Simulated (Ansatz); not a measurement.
The same path of GaH6NO (9 atoms, charge 0, multiplicity 1) was run 3 times with different band settings. Lost on the way: O7–H9. Made: N2–H9.

The calculation used RHF/def2-SVP (Ansatz 0.2.0).

Relaxed end points:

```xyz
9
Properties=species:S:1:pos:R:3
Ga 0.001 0.029 0.275
N 0.031 -0.153 2.138
H -0.707 -0.657 2.594
H 0.895 -0.371 2.600
H 1.381 0.060 -0.483
H -1.369 -0.316 -0.436
O -0.343 2.192 0.634
H -1.138 2.620 0.348
H -0.380 2.096 1.582
```

```xyz
9
Properties=species:S:1:pos:R:3
Ga -0.145 0.439 0.060
N 0.000 0.120 2.189
H -0.697 -0.495 2.575
H 0.905 -0.182 2.512
H 1.323 0.094 -0.430
H -1.392 -0.442 -0.376
O -0.488 2.196 0.407
H -0.966 2.716 -0.216
H -0.170 1.054 2.532
```

Common settings: movable images 5; climbing image yes; spring 5.0 eV/Å²; optimiser quadratic models (default); start path through a guess of the saddle point; end points relaxed.

| run | force threshold | iteration limit |
| --- | --- | --- |
| 1 | 0.03 eV/Å | 60 |
| 2 | 0.2 eV/Å | 60 |
| 3 | 0.03 eV/Å | 3 |

Problem. What does each run give, and how far can it be trusted?

Solution. Run 1: converged after 12 iterations, highest image 0.458 eV above the first end. A vibrational analysis at the climbing image gives one clearly imaginary mode, 1598i cm⁻¹: a first-order saddle point.
Run 2: converged after 8 iterations, highest image 0.464 eV above the first end. The threshold of 0.2 eV/Å is loose, so the images may lie well off the minimum-energy path. The order of the stationary point at the top wasn't checked.
Run 3: not converged after 3 iterations, highest image 0.383 eV above the first end. The band didn't meet its force threshold, so its energies are provisional: the largest band force was still 2.29 eV/Å, and over the last iterations the top moved between 0.38 and 1.94 eV.
The orbitals stay closed-shell, which can raise the energy where a bond breaks towards radicals; this wasn't checked here.
